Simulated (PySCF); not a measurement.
## Ionisation energy of N²⁺ by level of theory

N²⁺ [He] 2s2 2p1 (2P) → N³⁺ [He] 2s2 (1S), as a difference of total energies. Calculation: PySCF 2.14, in aug-cc-pCVTZ-DK (7s6p4d2f, 59 functions); scalar relativity by spin-free X2C-1e. Correlated levels: valence and next inner shell: nothing frozen. The calculations carry no spin-orbit coupling.

| method | ionisation energy (eV) | plus first-order spin-orbit estimate | difference from reference of that sum (eV) |
| --- | --- | --- | --- |
| UHF | 47.263 | 47.277 | -0.168 |
| MP2 (valence and next inner shell) | 47.516 | 47.530 | +0.085 |
| SCS-MP2 (valence and next inner shell) | 47.447 | 47.461 | +0.016 |
| CCSD (valence and next inner shell) | 47.294 | 47.308 | -0.137 |
| CCSD(T) (valence and next inner shell) | 47.315 | 47.329 | -0.116 |

Reference: 47.445 eV (semi-empirical (NIST evaluation); NIST Atomic Spectra Database, ionization energies).

A first-order spin-orbit estimate (lowest level to lowest level, LS coupling) adds 0.014 eV.

Errors of the correlated levels include the incompleteness of this basis.

The coupled-cluster amplitudes are large for N³⁺ (T1 above 0.03 or a double amplitude above 0.15), so a single reference is strained.
